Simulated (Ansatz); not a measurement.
Z-matrix (Å, degrees):
```
Si
F 1 1.611
C 1 1.886 2 107.3
B 1 2.005 2 112.5 3 122.4
H 1 1.489 2 106.7 3 -116.9
C 3 1.488 1 111.9 2 -58.0
H 3 1.095 1 108.1 2 64.1
H 3 1.094 1 107.5 2 -178.4
H 4 1.195 1 123.6 2 1.0
H 4 1.197 1 118.8 2 -179.1
N 6 1.265 3 121.5 1 -102.1
H 6 1.098 3 115.5 1 76.4
H 11 1.019 6 110.9 3 178.5
```

The species carries charge 0 and has multiplicity 1.

Task: List the ωB97M-V/def2-TZVPP orbital energies in eV (the Gaussian-basis code of Ansatz). (Best estimate.)

Result: The calculation gave: Occupied: -1807.62, -677.23, -394.31, -282.95, -281.54, -188.51, -148.61, -102.78, -102.71, -102.69, -35.75, -28.17, -23.53, -19.04, -18.09, -17.10, -16.78, -15.31, -15.09, -14.58, -14.20, -13.59, -12.67, -12.49, -11.04, -10.43, -9.97. Lowest empty: -0.77, 1.66, 2.54, 2.65, 2.81, 3.46, 3.53, 4.01.
